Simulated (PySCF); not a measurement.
Atom-mapped SMILES (the numbers label the heavy atoms): `[CH:1]#[C:2][C:3]#[C:4][BH:5][S:6][CH3:7]`. Hydrogens are named by the atom that carries them.

Geometry: PBE0-D3(BJ)/def2-SVP; GIAO absolute shieldings from PySCF 2.14.0 with density-fitted response routines, gas phase, non-relativistic, averaged over equivalent atoms.

At PBE0/def2-SVP (127 basis functions, 11 s wall time on 1 thread of an Arm Neoverse V1, shared host):
```csv
atoms,σ (ppm)
C3,80.6
C1,109.3
C4,116.5
C2,127.9
C7,174.6
B5,56.3
S6,425.5
H(B5),24.84
H(C1),28.56
H(C7),29.15
```

Question: Estimate the result of repeating the calculation with PBE0/cc-pVDZ.

Answer: 
```
atoms  σ at PBE0/cc-pVDZ  change
   C3               84.0    +3.4
   C1              111.8    +2.5
   C4              120.1    +3.6
   C2              131.2    +3.3
   C7              176.7    +2.1
   B5               58.9    +2.6
   S6              420.5    -5.0
H(B5)              24.73   -0.11
H(C1)              28.47   -0.09
H(C7)              29.02   -0.13
```

The largest change is at S6 (sulfur bonded to C, B). Cost: 127 basis functions, 13 s wall time on 1 thread of an Arm Neoverse V1, shared host. The order of the carbon signals is the same at both levels.

A carbon bonded to boron is broadened by the quadrupolar boron nucleus and is often missing from a measured spectrum.
